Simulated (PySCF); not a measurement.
Polarisability and C₆ of S⁺ (sulfur, charge +1)

[Ne] 3s2 3p3, high-spin 4S determinant. Computed with PySCF 2.14 in x2c-QZVPPall with one added diffuse shell each of s, p, d, f type (10s7p5d3f1g, 86 functions), with the spin-free X2C one-electron Hamiltonian (Gaussian nucleus). Coupled (time-dependent) response in atomic units; α is the mean over directions.

| method | mean α (bohr³) | C₆ (like pair) | S(−4) |
| --- | --- | --- | --- |
| UHF | 10.87 | 53.43 | 33.98 |
| PBE | 10.99 | 54.17 | 33.88 |
| PBE0 | 10.85 | 53.33 | 32.81 |
| BP86 | 11.00 | 54.30 | 33.81 |
| B3LYP | 10.89 | 53.47 | 33.02 |

S(−4) is the Cauchy moment in α(ω) = α(0) + S(−4) ω² + …

α(iu) at PBE0:

| u (hartree) | α(iu) (bohr³) |
| --- | --- |
| 0 | 10.85 |
| 0.0500 | 10.77 |
| 0.100 | 10.53 |
| 0.200 | 9.698 |
| 0.300 | 8.588 |
| 0.500 | 6.349 |
| 0.750 | 4.270 |
| 1.00 | 2.966 |
| 1.50 | 1.627 |
| 2.00 | 1.026 |
| 3.00 | 0.5290 |
| 5.00 | 0.2341 |

A single London oscillator, α(iu) = α/(1 + u²/ω²), gives C₆ = (3/4) ω α². Matching the computed C₆ needs ω = 4 × 53.33 / (3 × 10.85²) = 0.604 hartree.

For an ion, C₆ is the dispersion term alone; charge-induced terms of lower order in 1/R come first.
